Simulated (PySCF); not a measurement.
**Assigning NMR signals**

Geometry:
```
atom   x (Å)   y (Å)   z (Å)
  C1  -1.940   2.237   0.334
  C2  -1.817   0.748   0.583
  O3  -2.470   0.150   1.405
  N4  -0.882   0.167  -0.229
  C5  -0.436  -1.160  -0.206
  C6  -1.378  -2.183   0.254
  N7  -0.949  -3.323   0.587
  C8   0.786  -1.487  -0.660
 Si9   2.100  -0.293  -1.266
Si10   2.788   1.133   0.428
 H11  -2.169   2.429  -0.712
 H12  -1.004   2.731   0.586
 H13  -2.733   2.641   0.956
 H14  -0.325   0.787  -0.800
 H15  -2.429  -1.885   0.262
 H16  -1.669  -3.984   0.869
 H17   1.014  -2.541  -0.613
 H18   3.172  -1.100  -1.855
 H19   1.517   0.476  -2.389
 H20   2.963   0.464   1.715
 H21   1.804   2.206   0.646
 H22   4.046   1.808   0.103
```

Level of theory: geometry: GFN2-xTB, σ from GIAO-PBE0/pcSseg-1, in PySCF 2.14.0 with density-fitted response routines (gas phase, equivalent nuclei averaged, no relativistic terms, single conformer).

δ = σ(ref) − σ, references computed at the same level: 13C (σ = 186.93 ppm), 1H (σ = 31.72 ppm) vs TMS.

(1) Assign these signals to the numbered atoms. 13C{1H} NMR (computed): δ 169.5, 168.6, 158.2, 103.4, 25.7.

(2) Assign these signals to the numbered atoms. 1H NMR (400 MHz, computed): δ 11.23 (br s, 1H), 8.99 (s, 1H), 6.61 (t, 1H), 6.41 (br s, 1H), 4.33 (m, 2H), 3.47 (t, 3H), 2.09 (s, 3H).

## Answers

(1) 
```tsv
δ (ppm)	atoms	environment	reason
169.5	C2	carbon bonded to C, N, O	–
168.6	C6	carbon bonded to C, N, H	–
158.2	C5	carbon bonded to 2 C, N	–
103.4	C8	carbon bonded to C, Si, H	–
25.7	C1	carbon bonded to C, 3 H	–
```

C2 and C6 lie closer than the usual error of such a calculation, so a measured spectrum could show them in the other order.

(2) 
```tsv
δ (ppm)	atoms	environment	reason
11.23	H16	hydrogen on a nitrogen bonded to C	–
8.99	H15	hydrogen on a carbon bonded to C, N	–
6.61	H17	hydrogen on a carbon bonded to C, Si	–
6.41	H14	hydrogen on a nitrogen bonded to 2 C	–
4.33	H18/H19	hydrogen on a silicon bonded to C, Si	–
3.47	H20/H21/H22	hydrogen on a silicon bonded to Si	–
2.09	H11/H12/H13	hydrogen on a carbon bonded to C	–
```

OH/NH shifts are gas-phase values; hydrogen bonding in solution moves them, usually downfield. Shifts are as computed. Against solution values, carbons near 30 ppm lie about +3 ppm off and those near 130 ppm about +5 ppm. Of 1309 compounds with measured shifts, 239 miss one by over three times the rms of a fit or turn the order of signals round; such compounds aren't used in these exercises. No couplings were computed; multiplicities are counted from neighbouring protons, with m where these are inequivalent, close in shift, in a saturated or five-membered ring or joined by F or P, and br s for small geminal =CH2 splittings.
